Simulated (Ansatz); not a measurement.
One change: `N[SiH2]CO` becomes `OC[SiH2]F`.

Ansatz, PBE0-D4/def2-TZVP geometries, multiplicity 1. Each molecule was computed in one conformer, which needn't be the lowest.

```csv
property,`N[SiH2]CO`
HOMO energy (PBE/def2-TZVPP) / eV,-5.79
HOMO energy (ωB97M-V/def2-TZVPP) / eV,-9.66
HOMO energy (B3LYP/def2-TZVPP) / eV,-7.09
LUMO energy (PBE0/def2-TZVPP) / eV,0.25
HOMO energy (PBE0/def2-TZVPP) / eV,-7.31
zero-point energy (PBE0-D4/def2-TZVP) / kJ/mol,224.9
```

(1) What does the change do to each property? (Best estimate.)

## Answers

(1) Computed: 
```tsv
property	`OC[SiH2]F`	shift
HOMO energy (PBE/def2-TZVPP) / eV	-6.19	-0.40
HOMO energy (ωB97M-V/def2-TZVPP) / eV	-10.09	-0.43
HOMO energy (B3LYP/def2-TZVPP) / eV	-7.51	-0.42
LUMO energy (PBE0/def2-TZVPP) / eV	-0.03	-0.28
HOMO energy (PBE0/def2-TZVPP) / eV	-7.74	-0.43
zero-point energy (PBE0-D4/def2-TZVP) / kJ/mol	162.6	-62.3
```

With PBE0 the HOMO falls by 0.43 eV and the LUMO falls by 0.28 eV, so the gap widens by about 0.15 eV. PBE moves the HOMO by -0.40 eV and ωB97M-V by -0.43 eV. The zero-point energy changes by -62.3 kJ/mol with -6 modes.

B3LYP here is the variant with VWN-RPA as its local correlation; programs differ in this.
